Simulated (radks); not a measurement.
The table gives one normalised radial function P(r) = r R(r) of Er38+ in [Ar] 3d10 4s2 (r in bohr). Calculated with a radial shooting solver on a logarithmic mesh with Libxc functionals: scalar-relativistic Kohn-Sham, r2SCAN, spin-polarised, spherical densities, finite nucleus; meta-GGA in the generalised Kohn-Sham scheme; Fermi nuclear charge, rms radius 5.2516 fm.

r               P
0.0008291   0.0051
0.0009349   0.0062
0.001054    0.0076
0.001188    0.0093
0.00134     0.0114
0.001511    0.0139
0.001703    0.0171
0.001921    0.0209
0.002165    0.0256
0.002442    0.0314
0.002753    0.0384
0.003104    0.0470
0.0035      0.0575
0.003946    0.0702
0.004449    0.0857
0.005016    0.1045
0.005656    0.1271
0.006377    0.1544
0.00719     0.1870
0.008106    0.2259
0.00914     0.2719
0.01031     0.3259
0.01162     0.3888
0.0131      0.4614
0.01477     0.5439
0.01665     0.6365
0.01878     0.7384
0.02117     0.8480
0.02387     0.9626
0.02691     1.0779
0.03035     1.1877
0.03449     1.2894
0.03889     1.3593
0.04384     1.3921
0.04943     1.3739
0.05574     1.2910
0.06284     1.1312
0.07085     0.8859
0.07989     0.5534
0.09007     0.1407
0.1016     -0.3342
0.1145     -0.8413
0.1291     -1.3400
0.1456     -1.7830
0.1641     -2.1231
0.1851     -2.3217
0.2086     -2.3568
0.2352     -2.2300
0.2652     -1.9666
0.2991     -1.6120
0.3372     -1.2226
0.3802     -0.8524
0.4286     -0.5421
0.4833     -0.3117
0.5449     -0.1607
0.6144     -0.0733
0.6927     -0.0291
0.781      -0.0099
0.8806     -0.0028
0.9929     -0.0007
1.119      -0.0001
1.262      0.0000
1.423      0.0000

Which n and l does it have? It may be an empty orbital.

Answer. n = 3, l = 1: the number of nodes gives n - l - 1 = 1, the rise at small r (about r^(l+1), flatter next to the nucleus through relativity) gives l, and the extent must fit the shell. The curve is that of 3p. 3p: eigenvalue -3410.8 eV, 1 radial node at r = 0.0935 bohr, <r> = 0.220 bohr, 90 % of the charge inside 0.327 bohr.
